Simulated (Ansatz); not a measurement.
`BC[SiH](O)F` and `O[SiH](F)[SiH2]Br` differ in one atom or group.

Ansatz, PBE0-D4/def2-TZVP geometries, multiplicity 1. Each molecule was computed in one conformer, which needn't be the lowest.

Scalar relativity is left out up to krypton.

| property | `BC[SiH](O)F` |
| --- | --- |
| ideal-gas entropy at 298 K and 1 bar (rigid rotor, harmonic PBE0-D4/def2-TZVP) / J/(mol·K) | 350 |
| HOMO–LUMO gap (B3LYP/def2-TZVPP) / eV | 7.06 |
| size of the dipole moment (PBE/def2-TZVPP) / D | 1.39 |
| size of the dipole moment (ωB97M-V/def2-TZVPP) / D | 1.52 |
| HOMO energy (ωB97M-V/def2-TZVPP) / eV | -11.24 |
| LUMO energy (PBE0/def2-TZVPP) / eV | -1.49 |

Task: What does the change do to each property? (Estimate.)

Result: Ansatz gave: 
```tsv
property	`O[SiH](F)[SiH2]Br`	shift
ideal-gas entropy at 298 K and 1 bar (rigid rotor, harmonic PBE0-D4/def2-TZVP) / J/(mol·K)	380	30
HOMO–LUMO gap (B3LYP/def2-TZVPP) / eV	6.55	-0.51
size of the dipole moment (PBE/def2-TZVPP) / D	1.18	-0.21
size of the dipole moment (ωB97M-V/def2-TZVPP) / D	1.33	-0.19
HOMO energy (ωB97M-V/def2-TZVPP) / eV	-10.18	1.06
LUMO energy (PBE0/def2-TZVPP) / eV	-1.20	0.29
```

With PBE0 the HOMO rises by 0.88 eV and the LUMO rises by 0.29 eV, so the gap narrows by about 0.59 eV. PBE moves the HOMO by 0.73 eV and ωB97M-V by 1.06 eV. The zero-point energy changes by -75.9 kJ/mol with -6 modes. Dipoles are sizes alone; their direction can turn. Modes under 60 cm⁻¹, often nearly free rotors, make the harmonic entropy too high.

B3LYP here is the variant with VWN-RPA as its local correlation; programs differ in this.

Spin–orbit coupling is left out; it splits and shifts lone-pair levels of the heavy atoms by tenths of an eV.
